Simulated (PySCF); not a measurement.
Molecule: `FC1=CCCC[C@H]1F`, C6H8F2.

Bonds (- single, = double, # triple, : aromatic): F1-C2, C2=C3, C3-C4, C4-C5, C5-C6, C6-C7, C7-F8, C7-C2. C3 carries H9; C4 carries H10, H11; C5 carries H12, H13; C6 carries H14, H15; C7 carries H16. Stereochemistry as in FC1=CCCC[C@H]1F. H11, H13, H15 are cis to F8 on the ring; H10, H12, H14 are trans to F8 on the ring.

Frames of a GFN2-xTB Langevin trajectory at 400 K; GIAO PBE0/pcSseg-1 shieldings in PySCF, gas phase, non-relativistic; equivalent atoms averaged within each frame.

δ = σ(ref) − σ, references computed at the same level: $^{19}$F (σref 170.95) vs CFCl3; $^{13}$C (σref 186.93), $^{1}$H (σref 31.72) vs TMS. The references are static minima.

Q: How do the shifts (ppm) fluctuate along the trajectory?

A: 
```tsv
time (fs)	F1	F8	C2	C3	C7	C6	C5	C4	H9	H16
250	-104.3	-142.2	172.7	132.3	96.0	36.7	30.9	30.2	6.74	6.35
425	-111.2	-208.2	164.3	120.5	92.3	39.3	11.5	31.0	6.36	6.50
625	-84.8	-228.7	173.7	126.7	73.0	33.7	17.7	33.8	6.55	4.90
800	-118.2	-173.2	155.2	116.8	85.0	44.2	21.5	30.0	6.09	5.95
1000	-91.8	-224.1	169.6	112.0	81.1	31.0	24.2	28.1	6.10	4.88
mean of frames	-102.1	-195.3	167.1	121.7	85.5	37.0	21.2	30.6	6.37	5.72
standard deviation	13.7	36.8	7.6	8.0	9.1	5.1	7.2	2.1	0.29	0.78
```

5 frames give an uncertainty of the mean of about the standard deviation over 2.2 at best, since frames this close in time may not be independent; classical motion lacks zero-point vibration, and the reference would need the same averaging.
